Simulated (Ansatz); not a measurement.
La3⁻. Total charge -1; triplet. Geometry PBE0-D4/def2-TZVP, that of the neutral doublet; atoms count from 1.

```xyz
3

La   -0.1929   -1.7109    0.6952
La    1.2533    1.1833    0.7793
La   -1.0604    0.5276   -1.4746
```

In the def2 sets La takes a core potential; there is no spin–orbit coupling. The charge -1 triplet is spin-contaminated (final ⟨S²⟩ up to 3.02, 2.00 for a pure state). The highest occupied level of the charge -1 triplet lies above zero (up to 0.17 eV). It is a level of β spin, whose loss leaves a quartet; that state wasn't run at this geometry and level. The electron is either unbound and held by the finite basis, or the level is raised by self-interaction error. The structure comes from a short search, and lower isomers may exist.

Question: Estimate the Mulliken populations from the PBE0/def2-TZVPD orbitals of Ansatz.

Answer: 
| atom | charge (e) | spin (α − β) | d electrons |
| --- | --- | --- | --- |
| La1 | -0.31 | 2.15 | 2.33 |
| La2 | -0.35 | -0.08 | 1.83 |
| La3 | -0.35 | -0.08 | 1.83 |
Mulliken values and Mayer orders depend strongly on the basis. With diffuse functions, as here, like atoms can get unlike values, and bond orders can come out too low or too high.

Question: Where does the spin sit?

Answer: Summed by element: La 2.00, of 2 unpaired in all. Largest on single atoms: La1 2.15, La2 -0.08, La3 -0.08.

Question: And the Mayer bond orders between bonded heavy atoms (over 0.3)?

Answer: La1–La2 1.70 (3.24 Å); La1–La3 1.70 (3.24 Å); La2–La3 1.94 (3.30 Å).
